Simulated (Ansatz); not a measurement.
Reactions of GeH8Si2 (`[SiH3][SiH2][GeH3]`).

Gas-phase electronic energies from Ansatz, PBE0-D4/def2-TZVP geometries. CCSD(T)/CBS adds triple-zeta CCSD(T) − MP2 to the extrapolated MP2 energy (def2 sets, frozen cores). This one scheme is used for every species. Double bonds are as drawn, so ΔE can hold a change between cis and trans. Functionals use def2-TZVPP. B3LYP here is the variant with VWN-RPA as its local correlation; programs differ in this. Elements past krypton have def2 core potentials. For Ge, Te outer-core shells are correlated without core-valence functions, which leaves a few kJ/mol of doubt a bond. Scalar relativity is left out up to krypton. Each species was taken in one conformer, which may not be the lowest.

```tsv
reaction	r2SCAN-D4 (kcal/mol)	B3LYP-D4 (kcal/mol)	CCSD(T)/CBS(def2) (kcal/mol)
`[SiH3][SiH2][GeH3]` + CH₃NH₂ → `NC[SiH2][GeH3]` + SiH₄	6.2	5.1	5.0
`[SiH3][SiH2][GeH3]` + `F/C=C\S` → `S[SiH2][SiH2][GeH3]` + `C=CF`	-22.7	-22.9	-24.1
`[SiH3][SiH2][GeH3]` + `C=C(N)[TeH]` → `C=C(N)[SiH2][SiH3]` + `[GeH3][TeH]`	-15.8	-16.4	-15.6
`[SiH3][SiH2][GeH3]` + `C=CS` → `[SiH3]/C=C\S` + `[SiH3][GeH3]`	1.9	1.3	1.5
```

Largest T1 diagnostic: 0.013, for `C=C(N)[SiH2][SiH3]`.
